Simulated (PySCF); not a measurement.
H₂O₂, charge +1, doublet, geometry from GFN2-xTB (a state made from the parent by changing its charge; the spin is typed, not shown lowest). Base run: B3LYP/def2-SVP in PySCF.

The PySCF input:
```python
from pyscf import gto, scf, dft

mol = gto.M(
    atom='''
O    -0.59065691   -0.01900468    0.25930853
O     0.59065691    0.01900468   -0.25930853
H    -1.28947104   -0.03417302   -0.46351846
H     1.28947104    0.03417302    0.46351846
''',
    basis='def2-svp',
    charge=1,
    spin=1,
    verbose=4,
    symmetry=True,
)

mf = dft.UKS(mol)
mf.xc = 'b3lyp'
mf.kernel()
mf.analyze()
```

The base run was repeated with changes; each row names its change, and settings that it needs were set with it.

```csv
change,ΔE vs base (mEh),point group used,SCF cycles
base,0.000,C2h,9
symmetry = off,0.000,C1,9
"irrep_nelec = Ag:(4, 4) Bg:(1, 0) Au:(2, 1) Bu:(2, 3)",1300.2,C2h,8
"irrep_nelec = Ag:(4, 4) Bg:(0, 0) Au:(1, 1) Bu:(4, 3)",302.3,C2h,10
symmetry_subgroup = Ci,0.000,Ci,9
"irrep_nelec = Ag:(3, 4) Bg:(1, 0) Au:(1, 1) Bu:(4, 3)",364.5,C2h,10
symmetry_subgroup = C2,0.000,C2,9
symmetry_subgroup = Cs,0.000,Cs,9
"irrep_nelec = Ag:(4, 4) Bg:(1, 0) Au:(0, 1) Bu:(4, 3)",508.0,C2h,10
```

Open shells are given as the SCF converged; they aren't shown to be the lowest states, and a large step between rows can be another state.
